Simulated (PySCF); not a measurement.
C12H9N. Atoms are numbered in the order given.

```xyz
22

C      0.0000     3.4318    -0.1987
C      0.0000     3.0473     1.1556
C      0.0000     1.6995     1.5132
C      0.0000     0.7258     0.5055
C      0.0000     1.1333    -0.8598
C      0.0000     2.4841    -1.2227
N      0.0000     0.0000    -1.6560
C      0.0000    -1.1333    -0.8598
C      0.0000    -2.4841    -1.2227
C      0.0000    -3.4318    -0.1987
C      0.0000    -3.0473     1.1556
C      0.0000    -1.6995     1.5132
C      0.0000    -0.7258     0.5055
H      0.0000     4.4940    -0.4551
H      0.0000     3.8153     1.9321
H      0.0000     1.4045     2.5652
H      0.0000     2.7887    -2.2718
H      0.0000     0.0000    -2.6662
H      0.0000    -2.7887    -2.2718
H      0.0000    -4.4940    -0.4551
H      0.0000    -3.8153     1.9321
H      0.0000    -1.4045     2.5652
```
Charge 0, spin multiplicity 1.

The structure is a stationary point at B3LYP-D3(BJ)/def2-SVP.

The numbers are results of r2SCAN/def2-SVP (PySCF), not measurements.

Symmetry labels are those of the subgroup C2v that the program uses (full group C2v).

Question: List the valence orbital energies around the gap with their symmetry. (The exact figures need the calculation; the answer reports its results.)

Answer: 
| orbital | symmetry | energy (eV) |
|---|---|---|
| HOMO−7 | A2 | -9.05 |
| HOMO−6 | B2 | -8.42 |
| HOMO−5 | B1 | -8.39 |
| HOMO−4 | A1 | -8.37 |
| HOMO−3 | B1 | -7.18 |
| HOMO−2 | A2 | -6.48 |
| HOMO−1 | A2 | -5.51 |
| HOMO | B1 | -5.21 |
| LUMO | B1 | -1.56 |
| LUMO+1 | A2 | -0.68 |
| LUMO+2 | B1 | -0.04 |
| LUMO+3 | A2 | 0.28 |
